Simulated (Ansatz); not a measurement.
C2H6ClIn can be A, `[CH3][InH][CH2]Cl`, or B, `C[CH2][InH][Cl]`.

Gas-phase electronic energies from Ansatz, PBE0-D4/def2-TZVP geometries. CCSD(T)/CBS is the MP2 limit (def2-TZVPP, def2-QZVPP) plus CCSD(T) − MP2 in def2-TZVPP, frozen cores. DFT in def2-TZVPP. B3LYP here is the variant with VWN-RPA as its local correlation; programs differ in this. Elements past krypton have def2 core potentials. For In outer-core shells are correlated without core-valence functions, which leaves a few kJ/mol of doubt a bond. Each species was taken in one conformer, which may not be the lowest.

Which isomer does CCSD(T)/CBS put lower? Give the gap. (Estimate.)

Ansatz gave: B, by 41.2 kcal/mol.

Give E(B) − E(A) in kcal/mol with PBE-D4, r2SCAN-D4, B3LYP, B2PLYP, CCSD(T)/def2-TZVPP, PBE0-D4, B3LYP-D4. (Best estimate.)

Computed: PBE-D4 -40.3, r2SCAN-D4 -42.1, B3LYP -41.8, B2PLYP -41.8, CCSD(T)/def2-TZVPP -40.8, PBE0-D4 -41.8, B3LYP-D4 -42.0. None reverses the order clearly.

Largest T1 diagnostic: 0.012.

In def2-TZVPP, CCSD(T) changes the Hartree–Fock value by +5.1 kcal/mol (the triples alone add +0.8 kcal/mol) and MP2 by +4.5 kcal/mol. From PBE to PBE0 (25 % exact exchange), in def2-TZVPP and without D4, E(B) − E(A) moves by −1.5 kcal/mol.
